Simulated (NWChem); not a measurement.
System: vinylene carbonate (C₃H₂O₃); SMILES O=c1occo1

Results from NWChem. The geometry was optimised at PBE0/def2-SVP. Level PBE0/def2-SVP: single points from the atomic guess with DIIS by default; each run changes one setting, and all converged runs end within 0.3 mHa of each other.

Task: Which setting needs the most SCF iterations, or fails (core-Hamiltonian guess; DIIS on 3 Fock matrices; DIIS on 20 Fock matrices; no DIIS, 40 % damping; defaults)?

Result: no DIIS, 40 % damping, with 38 against 9 for the defaults.
```json
[
 {"setting": "defaults", "SCF iterations": "9"},
 {"setting": "no DIIS, 40 % damping", "SCF iterations": "38"},
 {"setting": "core-Hamiltonian guess", "SCF iterations": "14"},
 {"setting": "DIIS on 20 Fock matrices", "SCF iterations": "8"},
 {"setting": "DIIS on 3 Fock matrices", "SCF iterations": "10"}
]
```
